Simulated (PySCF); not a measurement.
Gas-phase equilibrium of 1 mol NaCl, 2.7 mol H2O at 1800 K and 0.00100 bar, among 21 species (ClO, O2, HCl, O, HO2, H2O, H, HOCl, Na, H2O2, O3, Na2, H2, Na2(OH)2, NaCl, NaOH, Cl, Cl2, Na2O, Na2Cl2, OH). Only gases are allowed; each row takes one source of thermochemistry for all species, and Cantera finds the minimum.

Energies from PySCF, thermal terms from the rigid-rotor harmonic-oscillator model, ideal gas at 1 bar. The comparison is the NASA 1993 polynomial table, which mixes measured and estimated data. † marks an energy on the PBE0/def2-TZVP geometry and frequencies; other levels use their own. Open shells (unrestricted) among the columns below: O2 (multiplicity 3), H (multiplicity 2), Na (multiplicity 2), OH (multiplicity 2, electronic degeneracy 4); the rest are closed-shell singlets. Spin-orbit splitting is ignored; it lowers the true energy and changes the entropy of OH. The harmonic model lacks anharmonicity and excited electronic states, which grow with temperature; levels with a mode under 35 cm⁻¹ are left out. The table's entry may be an old estimate for OH (not checked at source).

Molecules larger than those listed are left out. Table species left out: NaH, NaO.

Mole fractions:

```tsv
thermochemistry	x H2O	x NaCl	x H2	x Na	x O2	x HCl	x OH	x H
table	0.69	0.24	0.012	0.019	0.0093	0.019	0.0047	0.0012
BLYP/def2-TZVP†	0.56	0.20	0.083	0.050	0.053	0.048	0.0060	0.0035
PBE0/def2-QZVP†	0.65	0.21	0.017	0.044	0.018	0.042	0.0072	0.0032
PBE0/def2-SVP†	0.59	0.20	0.055	0.053	0.040	0.051	0.0066	0.0077
PBE0/def2-TZVP	0.63	0.21	0.031	0.048	0.026	0.046	0.0079	0.0044
LDA/def2-TZVP†	0.67	0.22	0.011	0.040	0.015	0.042	0.00015	0.00075
```
The most sensitive of these is OH: it spans a factor of 10^1.7 over these rows; at this temperature one factor of ten is RT ln 10 = 34 kJ/mol.
